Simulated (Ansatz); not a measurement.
A search over several starts for the lowest SCF solution of Cs₂Cl₂ at the given spin, in a small basis.

```yaml
crystal:
  periodic: [false, false, false]
  atoms:
    - {symbol: Cs, position_ang: [2.658263, -1.034704, 1.117144]}
    - {symbol: Cs, position_ang: [-2.655118, 1.035311, -1.124042]}
    - {symbol: Cl, position_ang: [-0.362598, -1.241836, -0.287353]}
    - {symbol: Cl, position_ang: [0.359454, 1.241229, 0.294241]}
basis:
  gaussian: {orbitals: def2-SVP}
hamiltonian: {xc: pbe0, dispersion: d4}
output: {orbitals: {seedname: orbitals}}
```

```sh
$ ansatz run in.yaml --threads 4 --pin off --events-out ev --progress --plain --max-ram 3916MiB
```

Output, abridged:

```
Functional definition: PBE0
777 factors; integrals over basis functions are off by at most 2.4e-4 eV
mean field evaluation 1: about -26126.5596 eV, gradient 3.2e1 eV
mean field evaluation 2: about -26096.5030 eV, gradient 8.5e1 eV
mean field evaluation 4: about -26130.0112 eV, gradient 6.9e-1 eV
mean field evaluation 8: about -26130.1084 eV, gradient 7.4e-2 eV
mean field evaluation 16: about -26130.1084 eV, gradient 2.2e-5 eV
mean field -26130.10843856 eV, -960.2637734934 hartree, gradient 2.2e-5 eV, S^2 0.000000; 0 other end points of the search recorded, 0 dependent functions left out
reference -26130.10848599 eV, -960.2637752365 hartree; 26, 26 occupied and 58, 58 virtual orbitals, 777 factors
Total energy: -26130.21042897 eV, -960.2675215719 hartree
```

Hardware: 4 threads of Arm Neoverse V1 on a shared host. Wall time 1.3 s.

In the def2 sets Cs takes a core potential; there is no spin–orbit coupling. The structure comes from a short search, and lower isomers may exist.
